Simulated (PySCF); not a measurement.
How methods differ on the fine-structure interval of Zn(13+)

Zn(13+) [Ne] 3s2 3p5 [3p1/2^2 3p3/2^3, M_J = 3/2] → Zn(13+) [Ne] 3s2 3p5 [3p1/2^1 3p3/2^4, M_J = 1/2], as a difference of total energies. Computed with PySCF 2.14 in an uncontracted even-tempered set (20 s from 1 bohr⁻², ratio 2.4; 14 p from 1.3 bohr⁻², ratio 2.4; 5 d from 7.3 bohr⁻², ratio 2.6; 4 f from 11 bohr⁻², ratio 2.6), with the two-component X2C-1e Hamiltonian. Correlated levels: 1s2 frozen; the 58 highest virtual spinors dropped. "Screened" scales the spin-orbit matrix elements by Boettger's factors to mimic the two-electron term; Breit and QED terms are absent.

| method | fine-structure interval (cm⁻¹) |
| --- | --- |
| GHF (screened spin-orbit) | 34699 |
| GMP2 (screened spin-orbit) | 35892 |
| GHF (bare spin-orbit) | 37287 |
